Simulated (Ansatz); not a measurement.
Cost and result for the atomization energy of `B/C=C/CF` (11 atoms, 10 bonds).

Z-matrix (Å, degrees):
```
C
F 1 1.373
C 1 1.481 2 112.6
H 1 1.098 2 108.3 3 121.9
H 1 1.098 2 108.3 3 -121.9
C 3 1.341 1 126.3 2 0.0
H 3 1.090 1 114.1 2 -180.0
B 6 1.529 3 120.1 1 180.0
H 6 1.087 3 117.3 1 -0.0
H 8 1.199 6 118.8 3 0.0
H 8 1.196 6 122.0 3 -180.0
```

Total charge 0; spin multiplicity 1. Geometry: relaxed with PBE0-D4/def2-TZVP. It is one conformer, not always the lowest. Program: Ansatz. All runs use 4 threads of an Arm Neoverse V1 on a shared host. Times are those of one run each, without the atoms' runs, and a repeat can differ threefold. Electronic energies, without spin–orbit coupling; frozen cores. CCSD(T)/CBS adds CCSD(T) − MP2 in def2-TZVPP to the MP2 limit, and its time is that of the two runs behind it. T1 = 0.011. B3LYP takes the VWN-RPA correlation (the form of Gaussian; ORCA's B3LYP/G).

CCSD(T)/CBS is a level of theory with its own doubt, some kJ/mol a heavy atom from the limit and from the frozen cores, so smaller differences don't rank the functionals.

| level | functions | wall time |
| --- | --- | --- |
| PBE-D4/def2-TZVPP (with forces) | 239 | 2.1 s |
| PBE0-D4/def2-TZVPP | 239 | 2.1 s |
| B3LYP-D4/def2-TZVPP (with forces) | 239 | 3.6 s |
| r2SCAN-D4/def2-TZVPP (with forces) | 239 | 3.8 s |
| B2PLYP/def2-TZVPP | 239 | 4.2 s |
| ωB97X-V/def2-TZVPP | 239 | 5.5 s |
| ωB97M-V/def2-TZVPP (with forces) | 239 | 8.5 s |
| MP2/def2-QZVPP | 465 | 19 s |
| CCSD(T)/def2-TZVPP | 239 | 120 s |
| CCSD(T)/CBS(def2) | – | 2.2 min |

(1) What atomization energy does each give, and how far from CCSD(T)/CBS? (An estimate is asked.)

## Answers

(1) Computed: 
| level | atomization (kcal/mol) | difference from CCSD(T)/CBS | per bond |
| --- | --- | --- | --- |
| PBE-D4/def2-TZVPP (with forces) | 1070.8 | 30.3 | 3.0 |
| PBE0-D4/def2-TZVPP | 1052.7 | 12.2 | 1.2 |
| B3LYP-D4/def2-TZVPP (with forces) | 1047.7 | 7.2 | 0.7 |
| r2SCAN-D4/def2-TZVPP (with forces) | 1049.9 | 9.4 | 0.9 |
| B2PLYP/def2-TZVPP | 1037.3 | -3.2 | -0.3 |
| ωB97X-V/def2-TZVPP | 1044.8 | 4.3 | 0.4 |
| ωB97M-V/def2-TZVPP (with forces) | 1047.7 | 7.2 | 0.7 |
| MP2/def2-QZVPP | 1050.3 | 9.8 | 1.0 |
| CCSD(T)/def2-TZVPP | 1017.8 | -22.7 | -2.3 |
| CCSD(T)/CBS(def2) | 1040.5 | 0.0 | 0.0 |

The D4 term adds +6.5 kcal/mol with B3LYP and +3.4 kcal/mol with PBE0; it sums over pairs of atoms, weighted by their polarisabilities, and B3LYP, whose exchange is more repulsive, gets the larger term. From PBE to PBE0 (25 % exact exchange), in def2-TZVPP and without D4, the atomization energy moves by −17.4 kcal/mol: exact exchange takes away binding that semilocal exchange gives to molecules. In def2-TZVPP, CCSD(T) changes the Hartree–Fock value by +229.1 kcal/mol (the triples alone add +14.5 kcal/mol) and MP2 by +248.2 kcal/mol; breaking electron pairs costs correlation energy, which Hartree–Fock lacks.
